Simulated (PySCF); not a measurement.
Molecule (SMILES): [C](F)F (closed-shell singlet).
Geometry (B3LYP-D3(BJ)/def2-TZVP, fixed):
```xyz
3

F     -1.0201    -0.2528     0.0305
C     -0.0313     0.5961     0.0011
F      1.0410    -0.1446    -0.0312
```

How fast the isotropic shielding of C2 converges with the basis for several methods (PySCF): deviation from each method's own reference, in ppm. References: HF -147.68 ppm, the value in pcseg-3; PBE -133.71 ppm, the value in pcseg-3; PBE0 -143.14 ppm, the value in pcseg-3. All functions are spherical. No added dispersion term, no relativity. GIAO; atoms are numbered in the order shown.

```csv
basis,functions,HF,PBE,PBE0
3-21G,27,32.61,58.20,51.95
cc-pVDZ,42,25.14,33.97,31.87
6-31G**,42,38.29,42.10,41.32
pcSseg-1,51,3.82,0.37,2.14
6-311G**,54,11.37,12.20,12.96
6-31+G*,54,40.30,46.10,44.53
cc-pVTZ,90,14.46,12.95,13.96
pcseg-2,90,1.63,3.00,2.51
def2-TZVPPD,117,10.50,12.07,11.68
jun-cc-pV(T+d)Z,117,15.26,15.06,15.42
cc-pVQZ,165,10.29,5.57,7.09
def2-QZVPP,171,7.18,4.61,5.56
```

Mean absolute deviation over 6-311G**, cc-pVTZ, pcseg-2, def2-TZVPPD, jun-cc-pV(T+d)Z: HF 10.65, PBE 11.06, PBE0 11.30 ppm.
